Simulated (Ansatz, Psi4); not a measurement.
Here is a job for Ansatz (a first-principles code).
Ansatz 0.2 input:
```yaml
crystal:
  periodic: [false, false, false]
  atoms:
    - {symbol: La, position_ang: [0.36485616, -0.02410135, 0.43097571]}
    - {symbol: Cl, position_ang: [0.88248530, 0.35302679, -1.96996053]}
    - {symbol: Cl, position_ang: [-2.10582653, -0.27221638, 0.52492433]}
basis:
  gaussian:
    orbitals: def2-TZVP
hamiltonian:
  xc: r2scan
magnetization: {spin_polarized: true, initial_magnetization: 1}
accuracy: high
```

Question: Write the same job for Psi4.

Answer: This is not unique; one that fits is 
```
memory 2 GB

molecule mol {
0 2
  La    0.364856   -0.024101    0.430976
  Cl    0.882485    0.353027   -1.969961
  Cl   -2.105827   -0.272216    0.524924
}

set basis def2-tzvp
set reference uks
set scf_type pk
set puream true
set d_convergence 1e-8
set dft_radial_points 99
set dft_spherical_points 590

energy('r2scan')
print_variables()
```

Both were run: Ansatz gave -952.101982 Eh and Psi4 -952.101881 Eh, 0.101 mEh apart.
